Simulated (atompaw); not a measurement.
**P: variants of one PAW (atompaw) potential**

Base potential:

```json
{"Element": "phosphorus (P)", "Generator": "atompaw 4.2.0.5", "Type": "PAW", "Functional": "PBE", "Relativity": "scalar-relativistic", "Frozen core": "[Ne]", "Valence charge": "5", "Reference configuration": "3s2 3p3", "Partial waves": "3s (bound): rc 1.80 bohr; 3s channel at 3.8 Ry: rc 1.10 bohr; 3p (bound): rc 1.80 bohr; 3p channel at 2.5 Ry: rc 1.80 bohr; 3d channel at -0.2 Ry: rc 1.65 bohr", "Local potential": "troulliermartins scheme with l = 3 at 0 Ry, radius 1.25 bohr", "Core correction": "smooth core density matched at 1.20 bohr", "Augmentation charge": "gaussian compensation charge, radius 1.70 bohr; PAW radius 1.80 bohr; waves and projectors: custom rrkj gramschmidtortho"}
```

Cutoffs, loose and tight: the cutoffs (Ry, on a coarse ladder) from which the occupation-weighted sum of valence levels, in a spherical-Bessel basis at the reference potential, stays within 10 and 1 mRy of its value at 400 Ry. They see the waves, projectors and local potential, not the compensation charge or the core. A dash means not determined.

A true bound ghost makes a file unfit for plane-wave use even where its test errors are small: the radial tests pick states by their node count and pass the ghost by.

```tsv
change	outcome	cutoff, loose	cutoff, tight	bound ghosts
base	generated	12 Ry	21 Ry	none
augmentation sinc compensation charge, radius 1.70 bohr; PAW radius 1.80 bohr; waves and projectors: custom rrkj gramschmidtortho	generated	12 Ry	21 Ry	none
augmentation gaussian compensation charge, radius 1.70 bohr; PAW radius 1.80 bohr; waves and projectors: custom rrkj vanderbiltortho	generated	12 Ry	21 Ry	none
augmentation gaussian compensation charge, radius 1.70 bohr; PAW radius 1.80 bohr; waves and projectors: custom polynom gramschmidtortho	failed: atompaw: The overlap operator has at least one negative eigenvalue!	–	–	–
core [He], valence charge 13; reference 2s2 2p6 3s2 3p3; waves now 2s (bound): rc 0.50 bohr; 3s (bound): rc 0.90 bohr; 2p (bound): rc 0.75 bohr; 3p (bound): rc 0.90 bohr; 3d channel at 0.05 Ry: rc 0.90 bohr; 3d channel at 1.6 Ry: rc 0.90 bohr; local potential troulliermartins scheme with l = 3 at 0 Ry, radius 0.85 bohr; core correction smooth core density matched at 0.85 bohr; augmentation gaussian compensation charge, radius 0.70 bohr; PAW radius 0.90 bohr; waves and projectors: custom rrkj gramschmidtortho	failed: atompaw: The overlap operator has at least one negative eigenvalue!	–	–	–
core correction smooth core density matched at 0.88 bohr	generated	12 Ry	21 Ry	none
all radii scaled by about 1.14 (s 2.04, p 2.04, d 1.88 bohr); local potential troulliermartins scheme with l = 3 at 0 Ry, radius 1.42 bohr; augmentation gaussian compensation charge, radius 1.94 bohr; PAW radius 2.04 bohr; waves and projectors: custom rrkj gramschmidtortho; core correction smooth core density matched at 1.36 bohr	generated, no UPF (negative core plus compensation charge)	12 Ry	18 Ry	none
local potential troulliermartins scheme with l = 3 at 0 Ry, radius 0.74 bohr	generated	12 Ry	21 Ry	s
wave 3p channel at 2.5 Ry: rc 1.80 bohr becomes 3p channel at -0.27 Ry: rc 1.80 bohr	generated	12 Ry	21 Ry	none
```

Problem. What comes out with this change to the base: wave 3s (bound): rc 1.80 bohr becomes 3s (bound): rc 1.40 bohr?

Solution. outcome: generated; cutoff, loose: 18 Ry; cutoff, tight: 25 Ry; bound ghosts: none.

Problem. What comes out with this change to the base: augmentation gaussian compensation charge, radius 1.10 bohr; PAW radius 1.80 bohr; waves and projectors: custom rrkj gramschmidtortho?

Solution. outcome: generated, no UPF (negative core plus compensation charge); cutoff, loose: 12 Ry; cutoff, tight: 21 Ry; bound ghosts: none.
